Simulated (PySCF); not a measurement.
AlOBr, SMILES [O]=[Al][Br]. Coordinates come from a PBE-D3(BJ)/def2-TZVP optimisation.

Task: Give the equilibrium geometry at PBE-D3(BJ)/def2-TZVP (PySCF confirms it by a frequency run) as Cartesian coordinates in Å, and its point group. (An estimate is asked for; the answer gives what the named calculation found.)

Result: point group C∞v.
```xyz
3

Al     0.0000     0.0000    -1.1655
O      0.0000     0.0000    -2.7797
Br     0.0000     0.0000     1.0682
```
Charge 0, spin multiplicity 1.
